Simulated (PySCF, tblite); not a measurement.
C2H11NO2Si3.
Bonds: C1–C2, C2–O3 (double), C2–O4, O4–Si5, Si5–N6, N6–Si7, N6–Si8. Hydrogens: H9, H10, H11 on C1; H12, H13 on Si5; H14, H15, H16 on Si7; H17, H18, H19 on Si8.

Computed geometry: GFN2-xTB, gas phase.

Q: What internal coordinates does the optimisation give?

A: 
```
                    bond  length (pm)   order
                   C1–C2        150.3  single
                   C2=O3        120.2  double
                   C2–O4        132.1  single
                  O4–Si5        166.1  single
                  Si5–N6        172.2  single
                  N6–Si7        175.2  single
                  N6–Si8        174.0  single
   C1–H9, C1–H10, C1–H11        108.7  single
        Si5–H12, Si5–H13        145.8  single
Si7–H14 and 5 like bonds        146.3  single
```

Bonds in one row agree within 1 pm and their mean is given. Orders are formal, as drawn. A selection of angles:
```
     angle  degrees
  C1–C2–O3    124.9
  C1–C2–O4    113.0
  O3–C2–O4    122.1
 C2–O4–Si5    118.5
 O4–Si5–N6    100.2
Si5–N6–Si7    119.5
Si5–N6–Si8    114.4
Si7–N6–Si8    126.1
```

Torsions: C1–C2–O4–Si5 -179° (antiperiplanar); C2–O4–Si5–N6 179° (antiperiplanar); O4–Si5–N6–Si7 1° (synperiplanar). The mirror-image conformer, all signs reversed, is as good.

Si5 (oxygen-bound silicon) is distorted tetrahedral (angles from 100.2° to 113.6°). The 8 heavy atoms lie in one plane (0.017 Å rms). N6 (nitrogen bridging silicon atoms) is planar (angles 126.1°, 119.5° and 114.4°, sum 360.0°, 0.01 Å off the plane of its three neighbours). Si7 (SiH3 silicon) is distorted tetrahedral (angles from 105.5° to 111.1°). The 3 N–Si bonds span 1.722 Å (Si5–N6, drawn single) to 1.752 Å (N6–Si7, drawn single), a spread of 0.030 Å. O4 (oxygen singly bound to a carbonyl carbon) is bent (angle 118.5°). The C–O distances run from 1.202 Å (C2=O3, drawn double) to 1.321 Å (C2–O4, drawn single), a spread of 0.119 Å.

Point group: near Cs, missed by 0.20 Å at most; the miss may be what the optimiser left on a soft mode. Its GFN2-xTB frequencies are all real (lowest 30 cm⁻¹). The numbers are those of one conformer.
